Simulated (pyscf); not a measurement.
PySCF, gas phase, ωB97X-D3(BJ)/def2-SVP geometries. Correlated levels are frozen-core, on RHF or UHF. ΔMP2 is the change of the MP2 total energy from the triple- to the quadruple-zeta basis. Singlets are restricted, triplets unrestricted.

Singlet (Å):
```xyz
2

In     1.4990    -2.1725    -0.4208
H      0.4004    -1.1416    -1.4949
```

Triplet (Å):
```xyz
2

In     0.3080    -0.2757     0.6077
H     -0.7983     0.5501     1.7176
```

For these two minima of `[InH]`, which spin state lies lower at CCSD(T)/def2-TZVPP + ΔMP2(QZVPP), and by how much (electronic energies)?

The singlet, by 2.14 eV. Zero-point energy shifts E(triplet) − E(singlet) by 0.00 eV. 

E(triplet) − E(singlet) by level (eV):

```
level                               gap
--------------------------------  -----
ωB97X-D3(BJ)/def2-TZVP            +2.19
PBE/def2-TZVP                     +2.07
r²SCAN/def2-TZVP                  +1.89
B3LYP-D3(BJ)/def2-TZVP            +2.18
PBE0-D3(BJ)/def2-TZVP             +1.99
M06-2X/def2-TZVP                  +1.94
ωB97M-D3(BJ)/def2-TZVP            +2.14
HF/def2-TZVP                      +1.38
MP2/def2-QZVPP                    +2.17
CCSD/def2-TZVPP                   +2.05
CCSD(T)/def2-TZVPP                +2.07
CCSD(T)/def2-TZVPP + ΔMP2(QZVPP)  +2.14
```

The triplet is the lowest one reached from the SCF start used. The CCSD(T) − MP2 part came from Ansatz, without density fitting, on the same reference. The frozen core leaves the outer d or s,p core shells of the metals and heavy elements correlated in the MP2 and CC values, and def2-TZVPP describes them poorly, which can shift differences by a few kcal/mol. The term symbol of open-shell InH was not checked; spin-orbit terms are left out. Elements past Kr carry the def2 core potentials, without spin-orbit coupling.
